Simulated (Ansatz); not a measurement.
Consider the redistribution: `NC[SiH2]P` + `CO[SiH2]N` → `N[SiH2]P` + `CO[SiH2]CN`.

Isolated molecules relaxed with PBE0-D4/def2-TZVP in Ansatz; ΔE leaves out vibrations. CBS: MP2 limit from def2 TZ/QZ plus the TZ coupled-cluster correction, frozen cores. This one scheme is used for every species. Functionals use def2-TZVPP. One conformer a species, not always the lowest.

Is it downhill or uphill in electronic energy at CCSD(T)/CBS, and by how much? (Best estimate.)

The calculation gave: Uphill: ΔE = +5.0 kcal/mol.

What do these levels give: PBE-D4, r2SCAN-D4, B2PLYP, r2SCAN, PBE0, HF/def2-TZVPP, SCS-MP2/def2-TZVPP, CCSD(T)/def2-TZVPP, HF/def2-QZVPP, SCS-MP2/def2-QZVPP, MP2/CBS(def2), CCSD/CBS(def2)? (Estimate.)

The calculation gave: PBE-D4 4.9, r2SCAN-D4 5.0, B2PLYP 4.7, r2SCAN 5.0, PBE0 4.9, HF/def2-TZVPP 4.2, SCS-MP2/def2-TZVPP 4.8, CCSD(T)/def2-TZVPP 4.8, HF/def2-QZVPP 4.2, SCS-MP2/def2-QZVPP 4.8, MP2/CBS(def2) 5.2, CCSD/CBS(def2) 4.8 kcal/mol.

Largest T1 diagnostic among the species: 0.012.
